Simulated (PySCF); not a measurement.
## [C7H10BO2]-, charge -1

Geometry:
```csv
atom,x (Å),y (Å),z (Å)
C1,-1.853,0.680,0.285
B2,-0.483,-0.030,0.794
C3,-0.622,-1.635,1.005
C4,0.814,0.381,-0.101
C5,1.666,1.115,0.793
C6,1.060,1.176,2.023
O7,-0.097,0.606,2.173
C8,1.031,0.080,-1.430
C9,2.187,0.460,-2.185
O10,2.414,0.210,-3.364
H11,-1.752,1.777,0.214
H12,-2.701,0.464,0.960
H13,-2.128,0.314,-0.721
H14,-1.458,-1.889,1.683
H15,-0.813,-2.137,0.040
H16,0.297,-2.081,1.426
H17,2.638,1.568,0.585
H18,1.482,1.677,2.908
H19,0.276,-0.495,-1.980
H20,2.947,1.050,-1.598
```

Total charge -1.

The calculation used TDDFT CAM-B3LYP/aug-cc-pVDZ excited states, vertical, gas phase in PySCF 2.14.0. Geometry: PBE0-D3(BJ)/def2-SVP.

The bonding changed while the geometry was optimised; results refer to the coordinates, not to the name. For a gas-phase anion, states above the detachment energy (about 2.9 eV, taken as minus the energy of the highest occupied orbital) lie in the continuum and depend on the basis.

(1) Give the one- and two-photon strengths of the lowest singlets.

Results:

(1) δ for parallel linear polarisation; σ at the peak of a Lorentzian of half width 0.1 eV, single beam; Ω is circular over linear.
| state | E (eV) | f | photon λ (nm) | δ (au) | σ (GM) | Ω | main |
| --- | --- | --- | --- | --- | --- | --- | --- |
| S1 | 3.79 | 0.002 | 655 | 293 | 1.54 | 1.50 | HOMO→LUMO 0.82 |
| S2 | 3.94 | 0.452 | 629 | 82.1 | 0.47 | 1.22 | HOMO→LUMO+4 0.75, HOMO→LUMO+3 0.15 |
| S3 | 4.06 | 0.002 | 611 | 1.29 | 0.01 | 1.50 | HOMO−1→LUMO+4 0.55, HOMO−1→LUMO+3 0.16 |
| S4 | 4.27 | 0.013 | 581 | 110 | 0.73 | 1.50 | HOMO→LUMO+1 0.76, HOMO→LUMO 0.08 |
| S5 | 4.36 | 0.001 | 569 | 30.9 | 0.21 | 1.50 | HOMO→LUMO+2 0.86 |
| S6 | 4.58 | 0.033 | 541 | 224 | 1.72 | 0.83 | HOMO→LUMO+3 0.66, HOMO→LUMO+4 0.20 |

Among these, the strongest one-photon state is S2, the strongest two-photon state S6.
